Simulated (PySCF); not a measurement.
# A search over the determinants of BeAl

Unrestricted PBE0; PySCF, no relativity, basis sets Be def2-TZVP, Al def2-TZVP. Outer shells of the fragments: Be 2s2; Al 3s2 3p1.

Followed along the bond (rough minima from three points):

```
2Ms+1   unpaired  ⟨S²⟩ at the start  R at minimum (Å)  Te (eV)
    2        π ↑               0.93              2.42     0.00
    2        σ ↑               0.76              2.65     0.13
    4  σ ↑, π ↑↑               3.76              2.12     0.85
    4  σ ↑↑, π ↑               3.75              2.30     0.96
    2  σ ↑, π ↑↓               1.78              2.12     1.36
```

Solutions found at the starting distance of 2.155 Å, counted from the lowest of them; the search is not exhaustive and high or unbound solutions are not listed, so other states can lie among these:

```csv
2Ms+1,unpaired,term,E (eV),⟨S²⟩,⟨Lz²⟩,μ (D)
2,π ↑,²Π,0.00,0.93,1.01,-0.43
2,σ ↑,²Σ⁺,0.53,0.76,0.00,0.36
4,"σ ↑, π ↑↑",⁴Σ⁻,0.67,3.76,0.00,-0.14
4,"σ ↑↑, π ↑",⁴Π,0.85,3.75,1.01,1.62
2,"σ ↑, π ↑↓",mixed,1.18,1.78,2.03,-0.21
2,"σ ↓, π ↑↑",mixed,1.37,1.78,0.00,-0.23
2,σ ↑,mixed,1.81,0.81,2.00,-0.24
4,"σ ↑, π ↑↑",mixed,2.94,3.78,2.01,-0.63
2,π ↑,²Π,3.75,1.03,1.03,-0.27
```

A term symbol is given only where ⟨S²⟩ and ⟨Lz²⟩ are close to those of a pure state; real π, δ and φ orbitals otherwise mix terms. A positive dipole means Be(−)Al(+).

**Question.** Compare the gap between the two lowest followed solutions at the starting distance with the gap between their minima.

**Answer.** At PBE0 the second solution (doublet, unpaired electrons σ ↑) lies +0.53 eV from the first (doublet, unpaired electrons π ↑) at 2.155 Å and +0.13 eV at the minima; the two curves relax by different amounts, since their minima lie near 2.65 and 2.42 Å.
